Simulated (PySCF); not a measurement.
PySCF 2.14 output of an unrestricted r2SCAN calculation on a single atom or ion in x2c-QZVPPall with one added diffuse shell each of s, p, d, f, g type (12s8p6d5f3g, 128 functions), with the spin-free X2C one-electron Hamiltonian (Gaussian nucleus):

```
SCF conv_tol = 1e-09
number electrons alpha = 15  beta = 11
    J. W. Furness, A. D. Kaplan, J. Ning, J. P. Perdew, and J. Sun.,  J. Phys. Chem. Lett. 11, 8208-8215 (2020)
    J. W. Furness, A. D. Kaplan, J. Ning, J. P. Perdew, and J. Sun.,  J. Phys. Chem. Lett. 11, 9248-9248 (2020)
    J. W. Furness, A. D. Kaplan, J. Ning, J. P. Perdew, and J. Sun.,  J. Phys. Chem. Lett. 11, 8208-8215 (2020)
    J. W. Furness, A. D. Kaplan, J. Ning, J. P. Perdew, and J. Sun.,  J. Phys. Chem. Lett. 11, 9248-9248 (2020)
cycle= 1 E= -1272.60725514537  delta_E= -0.0177  |g|= 0.112  |ddm|= 0.25
cycle= 2 E= -1272.59505593522  delta_E= 0.0122  |g|= 0.251  |ddm|= 0.36
cycle= 3 E= -1272.61096867423  delta_E= -0.0159  |g|= 0.0203  |ddm|= 0.405
cycle= 4 E= -1272.61221817005  delta_E= -0.00125  |g|= 0.0453  |ddm|= 0.12
cycle= 5 E= -1272.61196406552  delta_E= 0.000254  |g|= 0.044  |ddm|= 0.021
cycle= 6 E= -1272.61380513787  delta_E= -0.00184  |g|= 0.0392  |ddm|= 0.151
cycle= 7 E= -1272.61478171335  delta_E= -0.000977  |g|= 0.008  |ddm|= 0.113
cycle= 8 E= -1272.61466703428  delta_E= 0.000115  |g|= 0.0254  |ddm|= 0.0553
cycle= 9 E= -1272.61477405113  delta_E= -0.000107  |g|= 0.0153  |ddm|= 0.00999
cycle= 10 E= -1272.61484048661  delta_E= -6.64e-05  |g|= 0.00171  |ddm|= 0.0167
cycle= 11 E= -1272.61484077989  delta_E= -2.93e-07  |g|= 0.00184  |ddm|= 0.0033
cycle= 12 E= -1272.61484175114  delta_E= -9.71e-07  |g|= 0.00018  |ddm|= 0.0021
cycle= 13 E= -1272.61484176019  delta_E= -9.05e-09  |g|= 4.62e-05  |ddm|= 0.000196
cycle= 14 E= -1272.61484176074  delta_E= -5.55e-10  |g|= 1.35e-05  |ddm|= 6.97e-05
converged SCF energy = -1272.61484176074  <S^2> = 6.020499  2S+1 = 5.0081929
```

The run itself started from symmetry-adapted Hartree-Fock orbitals and held the occupation by maximum overlap, on a logarithmic radial grid, so the iterations belong to that start.

Which element, charge and spin multiplicity is this?

Fe (iron, neutral), multiplicity 5; the state was [Ar] 3d6 4s2, high-spin 5D determinant.

⟨L²⟩ = 7.95 against 6 for a pure D term, so this real determinant mixes terms. The s, p, d and f populations moved away from the nominal configuration during the SCF.
